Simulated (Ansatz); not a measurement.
`C[SiH2]S[SiH](C)Cl` + `O[SiH2]S` → `CO[SiH2]S` + `C[SiH2]S[SiH2]Cl`  (substitution at a C–Si bond)

Isolated molecules relaxed with PBE0-D4/def2-TZVP in Ansatz; ΔE leaves out vibrations. CBS: MP2 limit from def2 TZ/QZ plus the TZ coupled-cluster correction, frozen cores. This one scheme is used for every species. Functionals use def2-TZVPP. B3LYP here is the variant with VWN-RPA as its local correlation; programs differ in this. Each species was taken in one conformer, which may not be the lowest.

| level | ΔE (kJ/mol) | difference from CCSD(T)/CBS |
| --- | --- | --- |
| PBE-D4 | 120.0 | -1.7 |
| r2SCAN-D4 | 121.6 | -0.1 |
| PBE0-D4 | 121.0 | -0.7 |
| B3LYP-D4 | 116.6 | -5.1 |
| ωB97X-V | 114.8 | -6.9 |
| ωB97M-V | 120.8 | -0.9 |
| B2PLYP | 114.4 | -7.3 |
| PBE | 114.8 | -6.9 |
| r2SCAN | 120.1 | -1.6 |
| PBE0 | 116.2 | -5.5 |
| B3LYP | 108.3 | -13.4 |
| HF/def2-TZVPP | 99.5 | -22.2 |
| MP2/def2-TZVPP | 126.4 | 4.7 |
| SCS-MP2/def2-TZVPP | 116.4 | -5.3 |
| CCSD/def2-TZVPP | 115.4 | -6.3 |
| CCSD(T)/def2-TZVPP | 117.7 | -4.0 |
| HF/def2-QZVPP | 98.8 | -22.9 |
| MP2/def2-QZVPP | 128.5 | 6.8 |
| SCS-MP2/def2-QZVPP | 118.7 | -3.0 |
| HF/CBS(def2) | 98.7 | -23.0 |
| MP2/CBS(def2) | 130.5 | 8.8 |
| CCSD/CBS(def2) | 119.5 | -2.2 |
| CCSD(T)/CBS | 121.7 | 0 |

Largest T1 diagnostic among the species: 0.011.

The D4 term adds +8.3 kJ/mol with B3LYP and +4.8 kJ/mol with PBE0; it sums over pairs of atoms, weighted by their polarisabilities, and B3LYP, whose exchange is more repulsive, gets the larger term. In def2-TZVPP, CCSD(T) changes the Hartree–Fock value by +18.1 kJ/mol (the triples alone add +2.3 kJ/mol) and MP2 by +26.9 kJ/mol.
